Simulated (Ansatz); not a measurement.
## Abstraction of H: InH2(NH2) + C2H6Sb → InH(NH2) + C2H7Sb

Species: InH2(NH2), singlet; C2H6Sb `C[CH2][SbH]`, doublet; InH(NH2), doublet; C2H7Sb `C[CH2][SbH2]`, singlet. A radical takes H: the energy is the difference in strength between the In–H bond broken and the Sb–H bond made.

Shapes, held fixed at every level: PBE0-D4/def2-TZVP. Flexible molecules stand in one conformer, not always the lowest. Programs: Ansatz 0.2.0. The zero-point and thermal change to 298 K, harmonic and unscaled (PBE0-D4/def2-TZVP), is +0.8 kJ/mol.

```csv
level,kind,ΔH(298 K) (kJ/mol),less CCSD(T)/def2-TZVPP
MP2/def2-SVP,perturbation theory,+25.8,+2.6
MP2/def2-TZVPP,perturbation theory,+24.0,+0.8
HF/def2-SVP,Hartree–Fock,+33.7,+10.5
HF/def2-TZVPP,Hartree–Fock,+32.3,+9.1
B2PLYP/def2-TZVPP,double hybrid,+20.0,-3.2
CCSD(T)/def2-SVP,coupled cluster or CI,+25.2,+2.0
CCSD/def2-TZVPP,coupled cluster or CI,+25.9,+2.7
CCSD(T)/def2-TZVPP,coupled cluster or CI,+23.2,0.0
```

The highest level, CCSD(T)/def2-TZVPP, gives ΔH(298 K) = +23.2 kJ/mol; the levels span +20.0 to +33.7. The column of differences is taken from that level and isn't an error. No measured value is set beside it here. Open shells run unrestricted. For atoms past krypton def2 sets carry core potentials with scalar relativity. Outer-core shells of In, Sb are correlated in most correlated rows, in sets that cover them unevenly.
